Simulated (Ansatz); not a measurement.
Ansatz (a quantum-chemistry and plane-wave program) input:
A basis named .json is the Basis Set Exchange file of that set.

Ansatz 0.2 input:
```yaml
crystal:
  periodic: [false, false, false]
  atoms:
    - {symbol: Si, position_ang: [0.12238160, -0.03851117, -0.02483464]}
    - {symbol: O, position_ang: [1.53146133, -0.48192189, -0.31077621]}
    - {symbol: F, position_ang: [-0.69871585, -0.24613641, 1.29774620]}
    - {symbol: F, position_ang: [-0.85295447, 0.73441769, -0.98286902]}
basis:
  gaussian:
    orbitals: aug-cc-pV_D+d_Z.json
magnetization: {spin_polarized: false}
correlation: {method: ccsd_t, electrons: outside_noble_gas}
output: {forces: true}
```

**Question.** Predict the final energy.

**Answer.** -563.55176 Eh (CCSD(T)/aug-cc-pV(D+d)Z). The basis has 101 functions. The run takes around 30 core-seconds (rough).
